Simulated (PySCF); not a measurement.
CH2Cl3FSi, SMILES FC[Si](Cl)(Cl)Cl.

Coordinates come from a B3LYP-D3(BJ)/def2-SVP optimisation. One conformer was computed; it need not be the lowest.

Calculation: PySCF with SMD-M06-2X/def2-SVP.

Solvation free energies are E(SMD) − E(gas) at the gas-phase geometry, for 1 M in both phases. In vacuum the dipole moment is 1.70 D.

Problem. Rank water, ethylethanoate, acetonitrile by solvation free energy, most negative first.

Solution. acetonitrile (-5.5 kcal/mol), ethylethanoate (-5.2 kcal/mol), water (-1.1 kcal/mol)
